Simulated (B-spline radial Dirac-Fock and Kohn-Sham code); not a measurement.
**Atomic SCF run for N**

ΔSCF core binding energies without Breit or QED terms, calculated with a radial atomic solver. Keys: rel is the Hamiltonian (dirac, or spin-free x2c and nr, where L3 and M5 stand for the whole 2p and 3d shells), method is hf or an exchange,correlation pair (spin-unpolarised, also for the hole states), nuc the nuclear model, radius_factor scales its radius, rmax is the box in bohr, h the logarithmic mesh step, order the B-spline order, points the quadrature points per cell, c_factor scales the speed of light, and damp, ndamp, maxit and tol steer the iteration. The run stops when the commutator error falls below 10·tol·max(1, Z/10), or the numerical noise floor, and the energy has settled to about 1e-8 Ha; the virial ratio is −V/T.

Input (task.json):

```json
{"items": [{"Z": 7, "q": 0, "cfg": [[1, 0, 2], [2, 0, 2], [2, 1, 3]], "A": 14, "rrms": 2.5582, "do": "settings", "holes": ["K", "L3", "M5"],
  "settings": [{"rel": "dirac", "method": "hf", "nuc": "fermi", "radius_factor": 1.0, "rmax": 5.0, "h": 0.3, "order": 8, "points": 10, "c_factor": 1.0, "maxit": 61, "damp": 0.5, "ndamp": 3, "tol": 1e-08}]}]}
```

Command: `python xray2_run.py task.json out`

Ground-state iterations:

```
iter   energy (Ha)        error
   1      -53.26507315  2.77e-01
   2      -54.18368730  6.98e-02
   3      -54.30262620  2.34e-02
   4      -54.31706211  7.55e-03
   5      -54.31882315  2.87e-03
   6      -54.31903102  2.51e-04
   7      -54.31903334  5.67e-05
   8      -54.31903341  4.76e-06
   9      -54.31903341  2.40e-07
```

The ground state converged in 9 iterations, with total energy -54.31903 Ha, virial ratio 1.99744 and highest orbital energy -13.51 eV. ΔSCF binding energies: K (1s) 411.8 eV. Holes are computed only in closed shells, and unreliable hole states are left out.

Question: One setting is unsound. Which, and why?

Answer: rmax squeezes the outer orbitals. With the default settings (Dirac Hartree-Fock): The ground state converged in 10 iterations, with total energy -54.32772 Ha, virial ratio 1.99884 and highest orbital energy -13.83 eV. ΔSCF binding energies: K (1s) 412.0 eV. Holes are computed only in closed shells, and unreliable hole states are left out.
